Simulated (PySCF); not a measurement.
Does the answer move with the share of exact exchange?

CH9AsGaN.
Numbering: `[CH3:1][NH:2][GaH2-:3][AsH3+:4]` (hydrogens: H5, H6, H7 on C1; H8 on N2; H9, H10 on Ga3; H11, H12, H13 on As4)

Torsions of this conformer, `[CH3:1][NH:2][GaH2-:3][AsH3+:4]`: C1–N2–Ga3–As4 90°.

PySCF, def2-SVPD basis, density fitting, gas phase, PBE0-D3(BJ)/def2-SVP geometry; singlet excitations by full TDDFT with frozen cores, triplets by Tamm–Dancoff TDDFT and ionisation energies by ΔSCF, from the lowest of the holes tried. One functional is left out:

```json
{"functional": "LDA", "exact exchange (%)": "0", "HOMO energy (eV)": "-5.15", "LUMO energy (eV)": "-1.24", "lowest singlet excitation (eV)": "4.21", "lowest triplet excitation (eV)": "3.72", "dipole moment (D)": "2.085", "mean polarisability (au)": "99.0", "vertical ionisation energy (eV)": "8.13"}
{"functional": "PBE", "exact exchange (%)": "0", "HOMO energy (eV)": "-5.03", "LUMO energy (eV)": "-1.04", "lowest singlet excitation (eV)": "4.25", "lowest triplet excitation (eV)": "3.73", "dipole moment (D)": "2.002", "mean polarisability (au)": "97.0", "vertical ionisation energy (eV)": "7.96"}
{"functional": "PBE0", "exact exchange (%)": "25", "HOMO energy (eV)": "-6.22", "LUMO energy (eV)": "-0.27", "lowest singlet excitation (eV)": "5.07", "lowest triplet excitation (eV)": "4.32", "dipole moment (D)": "2.101", "mean polarisability (au)": "91.9", "vertical ionisation energy (eV)": "8.03"}
{"functional": "BHandHLYP", "exact exchange (%)": "50", "HOMO energy (eV)": "-7.39", "LUMO energy (eV)": "0.42", "lowest singlet excitation (eV)": "5.72", "lowest triplet excitation (eV)": "4.92", "dipole moment (D)": "2.073", "mean polarisability (au)": "87.9", "vertical ionisation energy (eV)": "7.94"}
```

Predict the row of B3LYP (20 % exact exchange) by straight lines through the other rows, and check it.

| property | line | computed | computed − line | PBE0 (25 %), for comparison |
| --- | --- | --- | --- | --- |
| HOMO energy (eV) | -6.00 | -6.03 | -0.03 | -6.22 |
| LUMO energy (eV) | -0.49 | -0.53 | -0.04 | -0.27 |
| lowest singlet excitation (eV) | 4.85 | 4.85 | 0.00 | 5.07 |
| lowest triplet excitation (eV) | 4.20 | 4.21 | +0.01 | 4.32 |
| dipole moment (D) | 2.066 | 1.969 | -0.097 | 2.101 |
| mean polarisability (au) | 93.7 | 92.7 | -1.0 | 91.9 |
| vertical ionisation energy (eV) | 8.01 | 8.10 | +0.09 | 8.03 |
